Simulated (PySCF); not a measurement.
Job file and geometry (Å, from GFN2-xTB) of an NMR shielding run on SMILES O=C1CCO[C@H](B(C)C)O1, C₆H₁₁BO₃, PySCF 2.14.0, density-fitted response routines, GIAO PBE0/pcSseg-1 NMR shielding, non-relativistic, gas phase; density fitting, a coarse starting grid and PySCF grid level 2 are the driver's defaults:

```
$ OMP_NUM_THREADS=1 python probes_run.py task.json out

{"job": {"kind": "nmr", "xc": "PBE0", "basis": "pcSseg-1"}, "charge": 0, "multiplicity": 1}
C     -2.180341    -0.386917    -1.461721
B     -1.596733     0.082431    -0.088820
C     -2.390881     0.910221     0.973391
C     -0.081659    -0.363814     0.247995
O      0.662418    -0.578729    -0.908299
C      1.986107    -0.971958    -0.612333
C      2.709282     0.180742     0.075866
C      1.852062     0.805765     1.165864
O      2.313149     1.529350     2.007854
O      0.540402     0.574398     1.149408
H     -1.927566    -1.421452    -1.683075
H     -3.254281    -0.260214    -1.564526
H     -1.703026     0.194689    -2.251019
H     -3.178112     1.523636     0.542130
H     -1.747584     1.538464     1.584172
H     -2.882363     0.220470     1.661525
H     -0.130258    -1.314882     0.828845
H      2.452313    -1.226857    -1.566206
H      1.976946    -1.863537     0.034019
H      2.913056     0.974687    -0.647929
H      3.658148    -0.129551     0.512386
```

Q: Write the output of this run.

A: 
```
coarse grid: 17680 points
cycle   1  E = -484.8655269502  dE =  1.574e+00  |g| = 1.091e+00  |ddm| = 4.022e+00
cycle   2  E = -484.4018107266  dE =  4.637e-01  |g| = 1.914e+00  |ddm| = 2.224e+00
cycle   3  E = -485.0704452628  dE = -6.686e-01  |g| = 3.615e-01  |ddm| = 1.642e+00
cycle   4  E = -485.0947913944  dE = -2.435e-02  |g| = 9.679e-02  |ddm| = 3.040e-01
cycle   5  E = -485.0961157741  dE = -1.324e-03  |g| = 3.518e-02  |ddm| = 7.213e-02
cycle   6  E = -485.0963703449  dE = -2.546e-04  |g| = 7.282e-03  |ddm| = 2.755e-02
cycle   7  E = -485.0963793998  dE = -9.055e-06  |g| = 2.797e-03  |ddm| = 6.369e-03
final grid: 171176 points
cycle   8  E = -485.1843312109  dE = -3.032e-05  |g| = 1.685e-02  |ddm| = 3.049e-02
cycle   9  E = -485.1842523396  dE =  7.887e-05  |g| = 2.688e-02  |ddm| = 2.771e-02
cycle  10  E = -485.1843816728  dE = -1.293e-04  |g| = 3.455e-03  |ddm| = 1.805e-02
cycle  11  E = -485.1843838769  dE = -2.204e-06  |g| = 5.495e-04  |ddm| = 2.343e-03
cycle  12  E = -485.1843839275  dE = -5.063e-08  |g| = 1.732e-04  |ddm| = 5.132e-04
cycle  13  E = -485.1843839335  dE = -6.004e-09  |g| = 4.097e-05  |ddm| = 1.439e-04
cycle  14  E = -485.1843839337  dE = -2.515e-10  |g| = 1.765e-05  |ddm| = 4.081e-05
converged SCF energy = -485.1843839337

GIAO shielding tensors (ppm)
atom      isotropic    diamagn.    paramagn.     s11        s22        s33       span
  0 C      173.991     253.228     -79.237    153.040    180.073    188.861     35.820
  1 B       13.969     186.517    -172.548    -64.296     -6.323    112.525    176.820
  2 C      174.986     253.870     -78.884    152.954    181.522    190.482     37.528
  3 C       76.850     251.524    -174.674     59.509     76.803     94.238     34.729
  4 O      265.040     400.956    -135.916    200.801    275.722    318.598    117.797
  5 C      117.190     246.458    -129.268     87.569     96.669    167.331     79.762
  6 C      152.241     254.769    -102.528    136.324    154.047    166.351     30.027
  7 C       18.978     243.434    -224.456    -83.727     56.950     83.710    167.436
  8 O     -132.129     397.484    -529.613   -428.052   -233.995    265.660    693.712
  9 O       96.715     404.841    -308.126    -98.880    150.307    238.719    337.598
 10 H       30.599      31.457      -0.858     25.928     30.611     35.259      9.332
 11 H       30.586      29.134       1.453     26.559     29.297     35.903      9.344
 12 H       30.756      31.353      -0.597     26.008     30.352     35.908      9.900
 13 H       30.586      29.466       1.120     26.815     29.135     35.807      8.992
 14 H       29.763      32.339      -2.576     24.537     30.070     34.682     10.145
 15 H       31.135      29.261       1.874     27.095     28.944     37.365     10.270
 16 H       26.252      33.137      -6.885     22.484     27.554     28.717      6.233
 17 H       27.363      29.517      -2.155     22.821     26.554     32.713      9.892
 18 H       27.988      30.722      -2.734     23.389     27.882     32.693      9.304
 19 H       28.996      30.005      -1.008     25.604     27.774     33.611      8.007
 20 H       29.455      28.270       1.186     25.556     27.897     34.913      9.357
```

Size and cost of the density-fitted run: 225 basis functions, 63 s wall time on 1 thread of an Arm Neoverse V1, shared host; peak memory 1.1 GiB.
